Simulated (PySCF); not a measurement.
C$_{2}$F$_{3}$N, singlet, geometry from GFN2-xTB; R2SCAN/6-31G** (PySCF).

Input for PySCF:
```python
from pyscf import gto, scf, dft

mol = gto.Mole()
mol.atom = '''
    C    -0.00032390    0.00326018   -0.30776782
    C     0.00123066   -0.01238705    1.16936308
    F    -0.00806551    1.25382298   -0.77656620
    F     1.08144338   -0.60808570   -0.79743600
    F    -1.07587137   -0.62063930   -0.79529858
    N     0.00242871   -0.02444580    2.30773363
'''
mol.basis = '6-31g**'
mol.verbose = 4
mol.build()

mf = dft.RKS(mol)
mf.xc = 'r2scan'
mf.kernel()
```

Question: Predict the main parts of the log of this PySCF run.

Answer: 
```
PySCF version 2.14.0

[INPUT] verbose = 4
[INPUT] num. atoms = 6
[INPUT] num. electrons = 46
[INPUT] charge = 0
[INPUT] spin (= nelec alpha-beta = 2S) = 0
[INPUT] symmetry False subgroup None
[INPUT] Mole.unit = angstrom
[INPUT] Symbol           X                Y                Z      unit          X                Y                Z       unit  Magmom
[INPUT]  1 C     -0.000323900000   0.003260180000  -0.307767820000 AA   -0.000612082292   0.006160847317  -0.581596889754 Bohr   0.0
[INPUT]  2 C      0.001230660000  -0.012387050000   1.169363080000 AA    0.002325610352  -0.023408131991   2.209775961378 Bohr   0.0
[INPUT]  3 F     -0.008065510000   1.253822980000  -0.776566200000 AA   -0.015241604955   2.369382040886  -1.467497435594 Bohr   0.0
[INPUT]  4 F      1.081443380000  -0.608085700000  -0.797436000000 AA    2.043631807424  -1.149115433264  -1.506935641869 Bohr   0.0
[INPUT]  5 F     -1.075871370000  -0.620639300000  -0.795298580000 AA   -2.033102234561  -1.172838299142  -1.502896503455 Bohr   0.0
[INPUT]  6 N      0.002428710000  -0.024445800000   2.307733630000 AA    0.004589596736  -0.046195866896   4.360984529148 Bohr   0.0

nuclear repulsion = 231.590136620415
number of shells = 36
number of NR pGTOs = 162
number of NR cGTOs = 84
basis = 6-31g**
ecp = {}

******** <class 'pyscf.dft.rks.RKS'> ********
method = RKS
initial guess = minao
damping factor = 0
level_shift factor = 0
DIIS = <class 'pyscf.scf.diis.CDIIS'>
diis_start_cycle = 1
diis_space = 8
diis_damp = 0
SCF conv_tol = 1e-09
SCF conv_tol_grad = None
SCF max_cycles = 50
direct_scf = True
direct_scf_tol = 1e-13
XC library pyscf.dft.libxc version 7.1.2
    S. Lehtola, C. Steigemann, M. J. T. Oliveira, and M. A. L. Marques,  SoftwareX 7, 1–5 (2018)
XC functionals = r2scan
    J. W. Furness, A. D. Kaplan, J. Ning, J. P. Perdew, and J. Sun,  J. Phys. Chem. Lett. 11, 8208–8215 (2020)
    J. W. Furness, A. D. Kaplan, J. Ning, J. P. Perdew, and J. Sun,  J. Phys. Chem. Lett. 11, 9248–9248 (2020)
    J. W. Furness, A. D. Kaplan, J. Ning, J. P. Perdew, and J. Sun,  J. Phys. Chem. Lett. 11, 8208–8215 (2020)
    J. W. Furness, A. D. Kaplan, J. Ning, J. P. Perdew, and J. Sun,  J. Phys. Chem. Lett. 11, 9248–9248 (2020)
radial grids:
    Treutler-Ahlrichs [JCP 102, 346 (1995); DOI:10.1063/1.469408] (M4) radial grids

becke partition: Becke, JCP 88, 2547 (1988); DOI:10.1063/1.454033
pruning grids: <function nwchem_prune>
grids dens level: 3
symmetrized grids: False
atomic radii adjust function: <function treutler_atomic_radii_adjust>
small_rho_cutoff = 0
Set gradient conv threshold to 3.16228e-05
Initial guess from minao.
tot grids = 84928
init E= -431.109793344117
  HOMO = -0.397382750282785  LUMO = -0.0639509975729126  gap/eV = 9.07314
cycle= 1 E= -430.077181345613  delta_E= 1.03  |g|= 0.988  |ddm|= 3.09
  HOMO = -0.281061897800715  LUMO = -0.05097604240794  gap/eV = 6.26096
cycle= 2 E= -429.393204960153  delta_E= 0.684  |g|= 2.13  |ddm|= 1.99
  HOMO = -0.361339332004239  LUMO = -0.0474858846908678  gap/eV = 8.54039
cycle= 3 E= -430.207228140847  delta_E= -0.814  |g|= 0.451  |ddm|= 1.58
  HOMO = -0.353662348433692  LUMO = -0.0468066668786527  gap/eV = 8.34997
cycle= 4 E= -430.251238424226  delta_E= -0.044  |g|= 0.0773  |ddm|= 0.356
  HOMO = -0.364517601699036  LUMO = -0.055938285192532  gap/eV = 8.39687
cycle= 5 E= -430.252541340476  delta_E= -0.0013  |g|= 0.0147  |ddm|= 0.0731
  HOMO = -0.360612472100138  LUMO = -0.0526220158722625  gap/eV = 8.38085
cycle= 6 E= -430.252595724757  delta_E= -5.44e-05  |g|= 0.0028  |ddm|= 0.0163
  HOMO = -0.360807472398807  LUMO = -0.0526384455000256  gap/eV = 8.38571
cycle= 7 E= -430.252597454974  delta_E= -1.73e-06  |g|= 0.000715  |ddm|= 0.0027
  HOMO = -0.36081379053974  LUMO = -0.0526509556601562  gap/eV = 8.38554
cycle= 8 E= -430.252597554943  delta_E= -1e-07  |g|= 0.000103  |ddm|= 0.000485
  HOMO = -0.360811755900997  LUMO = -0.0526495462240123  gap/eV = 8.38552
cycle= 9 E= -430.25259755714  delta_E= -2.2e-09  |g|= 6.97e-06  |ddm|= 7.93e-05
  HOMO = -0.36081220846677  LUMO = -0.0526497050176531  gap/eV = 8.38553
cycle= 10 E= -430.252597557146  delta_E= -6.14e-12  |g|= 1.33e-06  |ddm|= 6.68e-06
  HOMO = -0.360812286496166  LUMO = -0.0526497535086973  gap/eV = 8.38553
Extra cycle  E= -430.252597557148  delta_E= -1.36e-12  |g|= 2.19e-06  |ddm|= 2.38e-06
converged SCF energy = -430.252597557148
```
